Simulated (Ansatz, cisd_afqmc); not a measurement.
System: CH5Si, charge 1, singlet. CH5Si+ (parent SMILES C[SiH2], singlet).
B3LYP-D3(BJ)/def2-TZVP minimum from Ansatz (a program for electronic structure):
```
C
H 1 1.0917
H 1 1.0917 2 111.38
H 1 1.1034 2 107.15 3 -116.89
Si 1 1.8123 2 112.07 4 -116.65
H 5 1.4692 1 121.49 2 28.08
H 5 1.4692 6 116.99 1 -177.86
```
Charge +1, spin multiplicity 1.

Total energies in cc-pV(D+d)Z, 12 correlated electrons, 6 frozen orbitals. Open shells are spin-unrestricted; no spin-orbit coupling. Correlated methods leave the cores frozen. No relativity. The Monte Carlo rows (phaseless AFQMC, CISD trial, step 0.005/hartree) carry one-sigma bars that omit the constraint's bias. Outlying blocks are dropped, and bars are widened where a walk drifts. Over all cases where full CI ran beside it in this data, AFQMC minus full CI had a median of +0.1 mEh and passed +0.4 mEh in a tenth of the cases. The spin of CH5Si+ (parent SMILES C[SiH2], singlet) was assumed, and the state is the lowest solution found for it.

The bar of a AFQMC/CISD walk is widened from 0.35 to 0.45 mEh, since its error had not levelled off in the blocking analysis, or few joins of blocks were possible.

```csv
method,program,energy (Eh),minus CCSDT(Q) (mEh)
HF,Ansatz,-329.42434,271.49
MP2,Ansatz,-329.65153,44.30
CCSD,Ansatz,-329.68821,7.62
CCSD(T),Ansatz,-329.69470,1.13
CCSDT(Q),Ansatz,-329.69583,0.00
AFQMC/CISD,cisd_afqmc,-329.6956 ± 0.0005,0.2 ± 0.5
```

Rough core times of Ansatz's runs on a shared machine: CCSD(T) under 20 s, CCSDT(Q) 60 s.
